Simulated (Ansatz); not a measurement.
Cartesian coordinates in Å:
```
C 0.214 -0.047 1.190
Sn -0.171 -0.171 -0.887
F -1.987 0.410 -1.112
Br 1.187 1.511 -2.080
H 0.029 0.978 1.508
H -0.453 -0.726 1.722
H 1.251 -0.312 1.389
H -0.070 -1.643 -1.730
```

Total charge 0; spin multiplicity 1. Sn: def2 effective core potential.

Task: List the CAM-B3LYP/def2-TZVPP orbital energies in eV (the Gaussian-basis code of Ansatz). (Estimate.)

Result: Ansatz gave: Occupied: -13140.79, -1702.28, -1534.03, -1533.97, -1533.97, -672.28, -279.55, -238.36, -179.27, -179.08, -179.07, -141.96, -96.92, -96.87, -96.76, -73.60, -73.55, -73.54, -73.39, -73.39, -33.38, -31.10, -31.00, -30.95, -30.90, -30.40, -23.07, -21.81, -16.15, -13.87, -13.83, -12.77, -12.67, -12.61, -11.05, -10.71, -9.89, -9.67. Lowest empty: -0.09, 0.51, 0.89, 2.19, 2.73, 3.09, 3.50, 3.88.
